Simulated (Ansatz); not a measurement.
`Cl[SiH2][SiH](Cl)Cl` and `F[SiH2][SiH](Cl)Cl` differ in one atom or group.

Ansatz, PBE0-D4/def2-TZVP geometries, multiplicity 1. Each molecule was computed in one conformer, which needn't be the lowest.

```csv
property,`Cl[SiH2][SiH](Cl)Cl`
LUMO energy (ωB97M-V/def2-TZVPP) / eV,0.77
HOMO–LUMO gap (ωB97M-V/def2-TZVPP) / eV,11.03
size of the dipole moment (ωB97M-V/def2-TZVPP) / D,1.00
HOMO energy (B3LYP/def2-TZVPP) / eV,-8.04
zero-point energy (PBE0-D4/def2-TZVP) / kJ/mol,82.7
HOMO energy (PBE0/def2-TZVPP) / eV,-8.24
```

Give the same properties after the change, and the shifts. (Estimate.)

Computed: 
```
                                          property  `F[SiH2][SiH](Cl)Cl`  shift
             LUMO energy (ωB97M-V/def2-TZVPP) / eV                  0.61  -0.16
           HOMO–LUMO gap (ωB97M-V/def2-TZVPP) / eV                 11.00  -0.03
size of the dipole moment (ωB97M-V/def2-TZVPP) / D                  1.01   0.01
               HOMO energy (B3LYP/def2-TZVPP) / eV                 -8.14  -0.10
    zero-point energy (PBE0-D4/def2-TZVP) / kJ/mol                  85.8    3.1
                HOMO energy (PBE0/def2-TZVPP) / eV                 -8.34  -0.10
```

Dipoles are sizes alone; their direction can turn.

B3LYP here is the variant with VWN-RPA as its local correlation; programs differ in this.
